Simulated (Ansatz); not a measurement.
The pair A = N2 (SMILES N#N) (first 2 atoms), B = HI (SMILES I); geometry from B3LYP-D3(BJ)/def2-TZVP.
(charge 0, multiplicity 1):
```xyz
4

N      0.102     0.110    -1.005
N      0.210     0.119     0.080
I      0.506     0.159     4.289
H      0.421     0.143     2.677
```

Frozen-core correlation. Filled d and f shells under p-block atoms count as core.

Programs: Ansatz (Gaussian orbitals). Each number belongs to the level named beside it. In def2 rows elements past Kr take small-core potentials, without spin–orbit coupling.

Total energies (hartree), monomers frozen at their geometry in the pair:

```tsv
structure	PBE/def2-TZVPPD	B3LYP/def2-TZVPPD	MP2/def2-QZVPPD
AB	-407.7452289	-407.9802157	-406.8053922
A in the pair's basis	-109.4523996	-109.5738811	-109.3902798
B in the pair's basis	-298.2918729	-298.4061262	-297.4136133
A	-109.4523028	-109.5738003	-109.3902016
B	-298.2918416	-298.4060965	-297.4135577
```

Problem. Work out the interaction energy without and with the counterpoise correction, and the superposition error, for each level.

Solution. 
E(AB) − E(A) − E(B), times 627.509 kcal/mol, with the monomers in their own basis and then in the pair's basis:
- PBE/def2-TZVPPD: -0.68 uncorrected, -0.60 corrected; the monomers gain 0.08 kcal/mol from borrowed functions
- B3LYP/def2-TZVPPD: -0.20 uncorrected, -0.13 corrected; the monomers gain 0.07 kcal/mol from borrowed functions
- MP2/def2-QZVPPD: -1.02 uncorrected, -0.94 corrected; the monomers gain 0.08 kcal/mol from borrowed functions

Ansatz is a first-principles code.
